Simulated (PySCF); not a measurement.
Compound: CH₁₁NOSi₃.
Numbering: `[NH2:1][SiH2:2][O:3][SiH2:4][CH2:5][SiH3:6]` (hydrogens: H7, H8 on N1; H9, H10 on Si2; H11, H12 on Si4; H13, H14 on C5; H15, H16, H17 on Si6)

Computed by this run: PBE0-D3(BJ)/def2-SVP geometry optimisation, gas phase in PySCF 2.14.0; density fitting, grid level 1; the optimiser is geomeTRIC in internal coordinates, started from a GFN2-xTB structure.

Step 9: E = -28363.3150 eV
```
atom  x, y, z in Å  |  force x, y, z in eV/Å
N1      3.2987    0.0124    0.5398    0.040   0.082   0.208
Si2     1.6354    0.3773    0.4142   -0.144   0.064  -0.105
O3      0.6954   -0.9062   -0.0648    0.048   0.006  -0.011
Si4    -0.6876   -1.7765   -0.2904   -0.038  -0.062   0.008
C5     -2.1523   -0.9589    0.5452   -0.102   0.014  -0.003
Si6    -2.4424    0.8450    0.0928    0.071   0.002  -0.040
H7      3.7100   -0.2744    1.4183    0.042  -0.068  -0.043
H8      3.9866    0.1558   -0.1863   -0.052  -0.040  -0.066
H9      1.1487    0.8038    1.7595    0.040  -0.029   0.010
H10     1.4669    1.4596   -0.5996    0.002  -0.039  -0.002
H11    -0.9766   -1.9009   -1.7523    0.027   0.052  -0.003
H12    -0.5004   -3.1564    0.2555    0.039   0.032   0.027
H13    -3.0532   -1.5291    0.2514    0.019  -0.006   0.008
H14    -2.0674   -1.0479    1.6421    0.036   0.008  -0.015
H15    -1.3483    1.7095    0.6342   -0.008  -0.006   0.007
H16    -3.7438    1.3433    0.6357   -0.002  -0.011   0.010
H17    -2.4579    1.0018   -1.3956   -0.016   0.002   0.012
```

Step 10: E = -28363.3228 eV
```
atom  x, y, z in Å  |  force x, y, z in eV/Å
N1      3.3053    0.0577    0.5351    0.137  -0.026   0.157
Si2     1.6325    0.3803    0.4709   -0.197   0.032  -0.066
O3      0.7022   -0.9041   -0.0280    0.168   0.047  -0.021
Si4    -0.6761   -1.7754   -0.2587   -0.076  -0.076  -0.009
C5     -2.1460   -0.9388    0.5457   -0.132  -0.062   0.005
Si6    -2.4553    0.8484    0.0496    0.065   0.018  -0.038
H7      3.7359   -0.5421    1.2266    0.001  -0.017   0.009
H8      3.9556    0.3433   -0.1831   -0.035  -0.033  -0.106
H9      1.1299    0.7419    1.8285    0.022   0.005   0.013
H10     1.4739    1.4942   -0.5061   -0.025   0.016   0.014
H11    -0.9358   -1.9238   -1.7235    0.004   0.047  -0.004
H12    -0.4999   -3.1463    0.3127    0.033   0.026   0.031
H13    -3.0409   -1.5288    0.2724    0.011   0.016  -0.003
H14    -2.0610   -0.9988    1.6446    0.047   0.017  -0.007
H15    -1.3691    1.7370    0.5680   -0.009  -0.007   0.009
H16    -3.7614    1.3401    0.5864   -0.001   0.001   0.010
H17    -2.4780    0.9733   -1.4413   -0.014  -0.003   0.006
```

Step 11: E = -28363.3281 eV
```
atom  x, y, z in Å  |  force x, y, z in eV/Å
N1      3.2899    0.0325    0.5189    0.092   0.233   0.035
Si2     1.6203    0.4027    0.5258    0.055  -0.146   0.017
O3      0.6990   -0.8749    0.0060   -0.016   0.055  -0.027
Si4    -0.6615   -1.7662   -0.2500   -0.021  -0.011  -0.022
C5     -2.1496   -0.9384    0.5284   -0.078  -0.107   0.007
Si6    -2.4555    0.8451    0.0220    0.006   0.014  -0.001
H7      3.7822   -0.5182    1.2109   -0.100  -0.012  -0.032
H8      3.8494    0.2148   -0.3044    0.039  -0.059   0.018
H9      1.1650    0.7350    1.9073    0.055   0.000   0.012
H10     1.4307    1.5508   -0.4057   -0.008  -0.026  -0.013
H11    -0.8786   -1.9067   -1.7220   -0.031   0.000  -0.003
H12    -0.4660   -3.1280    0.3340   -0.007  -0.004   0.011
H13    -3.0387   -1.5394    0.2632   -0.008   0.030  -0.010
H14    -2.0590   -0.9862    1.6273    0.021   0.018   0.008
H15    -1.3661    1.7311    0.5366   -0.002   0.001   0.004
H16    -3.7580    1.3354    0.5695    0.002   0.018   0.002
H17    -2.4917    0.9686   -1.4679    0.000  -0.004  -0.005
```

**Question.** Estimate the geometry and energy of step 12. (The exact step hangs on the optimiser's Hessian estimate; all steps are aligned on step 11, rigid shifts and turns removed.)

**Answer.** E = -28363.3351 eV, largest force 0.179 eV/Å
```
atom  x, y, z in Å  |  force x, y, z in eV/Å
N1      3.2947    0.0496    0.5334    0.042   0.172   0.026
Si2     1.6207    0.3964    0.4953    0.016  -0.070   0.006
O3      0.6982   -0.8857   -0.0154   -0.004   0.023  -0.019
Si4    -0.6709   -1.7714   -0.2600   -0.010  -0.003  -0.006
C5     -2.1534   -0.9460    0.5345   -0.037  -0.050   0.004
Si6    -2.4480    0.8435    0.0375    0.007   0.008  -0.002
H7      3.7540   -0.4968    1.2500   -0.037  -0.028  -0.012
H8      3.8944    0.2362   -0.2599    0.000  -0.065  -0.003
H9      1.1558    0.7492    1.8683    0.018  -0.009   0.008
H10     1.4360    1.5240   -0.4612    0.002  -0.007  -0.005
H11    -0.9106   -1.9053   -1.7293   -0.010   0.001  -0.001
H12    -0.4726   -3.1355    0.3179   -0.001  -0.001   0.005
H13    -3.0482   -1.5368    0.2666    0.001   0.012  -0.005
H14    -2.0572   -0.9996    1.6327    0.011   0.011   0.003
H15    -1.3514    1.7194    0.5538    0.001   0.000   0.002
H16    -3.7451    1.3454    0.5878    0.002   0.007   0.002
H17    -2.4847    0.9714   -1.4523   -0.001  -0.002  -0.002
```

The energy changes by -0.0070 eV. The first-order estimate −F·Δx gives -0.0110 eV and the mean of the old and new forces, exact on a quadratic surface, -0.0071 eV. The step makes an angle of 77° with the force vector and moves no atom by more than 0.067 Å.

The cost below is that of the whole optimisation. Hardware: one thread, Arm Neoverse V1 (aarch64), shared host with 32 logical CPUs at a one-minute load of 13. Cost: 2.2 min, 0.60 GiB resident at most.
